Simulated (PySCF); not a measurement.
Electron correlation in Cr²⁺ (chromium, charge +2)

Starting occupation: [Ar] 3d3 4p1, 3d5/2 with m_j = +1/2, +3/2, +5/2, 4p3/2 with m_j = +3/2. All numbers are calculated (PySCF 2.14, X2C-1e with screened-nucleus spin-orbit coupling, Gaussian nucleus, in x2c-TZVPall-2c). Frozen: [Ne]; 12 electrons correlated; the 6 highest virtual spinors left out.

MP2 pair energies summed by pair of shells (mhartree):

| pair | energy | share (%) |
| --- | --- | --- |
| 3p-3p | -99.23 | 39.0 |
| 3d-3p | -83.81 | 33.0 |
| 3p-3s | -25.08 | 9.9 |
| 3d-3d | -12.46 | 4.9 |
| 3d-3s | -11.71 | 4.6 |
| 3p-4p | -10.97 | 4.3 |
| 3d-4p | -5.64 | 2.2 |
| 3s-3s | -4.78 | 1.9 |
| 3s-4p | -0.60 | 0.2 |

Total MP2 correlation energy: -254.30 mhartree.

The GHF reference relaxed away from the jj start to a determinant that is no pure jj level (⟨S²⟩ = 6.00, ⟨J²⟩ = 42.00); the energies belong to that determinant.

This basis was not built for core-valence correlation, so the inner-shell part is incomplete.
